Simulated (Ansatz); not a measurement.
Breaking the Si1–F2 bond in FISi (SMILES F[Si]I) (multiplicity 1 held, fragments rigid). Energies count from the point at 1.610 Å.
Geometry at that point (charge 0, multiplicity 1):
```xyz
3

Si     0.725     1.019     1.189
F      1.161     2.164     0.144
I     -0.389    -0.637    -0.338
```

Signs of static correlation in def2-TZVPP, from Ansatz (a first-principles code) runs.

```csv
R (Å),T1 of restricted CCSD,⟨S²⟩ of UHF,largest double amplitude of restricted CCSD
1.288,0.013,0.023,0.063
1.449,0.015,0.053,0.062
1.610,0.016,0.064,0.059
1.771,0.018,0.055,0.055
1.932,0.020,0.031,0.051
2.173,0.023,0.000,0.048
2.415,0.028,0.000,0.058
2.817,0.039,0.884,(withheld)
3.220,(withheld),0.988,0.133
3.703,0.101,1.018,0.250
4.347,0.076,1.027,0.073
5.152,0.046,1.027,0.073
```

Task: What belongs in the gaps?

Result: 
- 2.817, largest double amplitude of restricted CCSD: 0.089
- 3.220, T1 of restricted CCSD: 0.058

Doubts at one or more of the structures used: a restricted determinant that unrestricted orbitals would lower (R-CCSD(T)/def2-TZVPP); T1 above 0.05 (R-CCSD(T)/def2-TZVPP, U-CCSD(T)/def2-TZVPP); a spin-contaminated determinant (U-CCSD(T)/def2-TZVPP).
